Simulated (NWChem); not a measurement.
System: CH$_{5}$F$_{2}$NSi; SMILES N[SiH2]C(F)F

```xyz
10

N     -0.6363     1.9851     0.1986
Si     0.5781     0.8188    -0.1811
C     -0.0755    -0.8853     0.4078
F     -1.2447    -1.1537    -0.2466
F      0.8131    -1.8666     0.0988
H     -0.3807     2.9518     0.3623
H     -1.5524     1.9195    -0.2317
H      0.9203     0.6363    -1.6276
H      1.8103     1.1732     0.5808
H     -0.2846    -0.9453     1.4927
```
Atoms are numbered in this order, from 1.

Program: NWChem. All runs use the structure optimised with PBE0/def2-SVP. Level: PBE0/def2-SVP with SMD (1 M gas to 1 M solution), gas-phase geometry. Reactions with the solvent are ignored.

What does the run give for solvent water? Quantities: solvation free energy (kcal/mol); cavity-dispersion-structure term (kcal/mol); dipole in solution (D).


```yaml
solvation free energy (kcal/mol): -1.1
cavity-dispersion-structure term (kcal/mol): 4.6
dipole in solution (D): 3.35
```
